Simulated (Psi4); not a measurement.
A dimer, C2H4 ··· CHF3 (SMILES C=C and FC(F)F); the first 6 atoms form monomer A.

```
11

C     -0.6111    -0.2416     0.0826
C      0.6111     0.2416    -0.0826
H     -1.4150    -0.0047    -0.6038
H     -0.8587    -0.8940     0.9112
H      0.8586     0.8939    -0.9112
H      1.4150     0.0047     0.6038
F     -2.1364     2.8939     1.2178
C     -0.9004     2.5488     1.6045
F     -0.0735     3.5713     1.3463
F     -0.9125     2.3347     2.9275
H     -0.5734     1.6522     1.0774
```

Problem. What interaction energy does SAPT0/jun-cc-pVDZ, frozen core (Psi4) give, and which attractive term is the largest?

Solution. Total 2.77 kcal/mol: electrostatics -9.15, exchange 19.08, induction -3.51, dispersion -3.64. The most attractive term is electrostatics.
